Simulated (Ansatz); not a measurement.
Program: Ansatz. Geometries: PBE0-D4/def2-TZVP. ΔE: electronic, gas phase. CCSD(T)/CBS is the MP2 limit (def2-TZVPP, def2-QZVPP) plus CCSD(T) − MP2 in def2-TZVPP, frozen cores. For Ge, Se outer-core shells are correlated without core-valence functions, which leaves a few kJ/mol of doubt a bond. Scalar relativity is left out up to krypton. Each species was taken in one conformer, which may not be the lowest.

Consider the formal exchange of groups at the Se–Ge bond: `B[CH2][GeH2][SeH]` + `C[O][AlH2]` → `C[O][AlH][SeH]` + `B[CH2][GeH3]`.

| species | CCSD(T)/CBS(def2) energy (Eh) |
| --- | --- |
| `B[CH2][GeH2][SeH]` | -4543.88584 |
| `C[O][AlH2]` | -358.26893 |
| `C[O][AlH][SeH]` | -2759.03303 |
| `B[CH2][GeH3]` | -2143.14744 |

**Question.** Work out ΔE.

**Answer.** ΔE = (-2759.03303) + (-2143.14744) − (-4543.88584) − (-358.26893) = -0.02570 Eh = -67.5 kJ/mol.

Largest T1 diagnostic among the species: 0.012.

The D4 term adds +3.7 kJ/mol with B3LYP and +1.9 kJ/mol with PBE0; it sums over pairs of atoms, weighted by their polarisabilities, and B3LYP, whose exchange is more repulsive, gets the larger term.

B3LYP here is the variant with VWN-RPA as its local correlation; programs differ in this.
